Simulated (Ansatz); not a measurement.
```yaml
crystal:
  periodic: [false, false, false]
  atoms:
    - {symbol: C, position_ang: [-1.363795, 0.636702, -0.600752]}
    - {symbol: As, position_ang: [0.223342, -0.338955, -1.271884]}
    - {symbol: Si, position_ang: [1.138537, -0.819282, 0.850177]}
    - {symbol: H, position_ang: [-1.834263, 1.146620, -1.441318]}
    - {symbol: H, position_ang: [-1.113665, 1.361618, 0.172015]}
    - {symbol: H, position_ang: [-2.067794, -0.093022, -0.199965]}
    - {symbol: H, position_ang: [1.113519, 0.888245, -1.436391]}
    - {symbol: H, position_ang: [0.305905, -1.871607, 1.492912]}
    - {symbol: H, position_ang: [1.156592, 0.372879, 1.741893]}
    - {symbol: H, position_ang: [2.524622, -1.334396, 0.696112]}
basis:
  gaussian: {orbitals: aug-cc-pVTZ}
hamiltonian: {xc: {name: PBEsol}, dispersion: d3bj}
multiplicity: 3
output: {forces: true}
```

```sh
$ ansatz run in.yaml --threads 4 --pin off --events-out ev --progress --plain --max-ram 10444MiB
```

(1) How does Ansatz answer? (Best estimate.)

Results:

(1) The calculation gave: The program refused the input.
```
Error: YAML parse error: error: line 17 column 1: unknown field `multiplicity`, expected one of crystal, accuracy, basis, kpoints, hamiltonian, magnetization, projection, total_charge, correlation, batch, efield, external_charges, scf, relax, neb, saddle, md, ramp, phonons, dielectric, real_time, elastic, magnetic_configurations, gw, evaluate, workflow, output, checkpoint, execution
15 |   gaussian: {orbitals: aug-cc-pVTZ}
16 | hamiltonian: {xc: {name: PBEsol}, dispersion: d3bj}
17 | multiplicity: 3
18 | output: {forces: true}
```
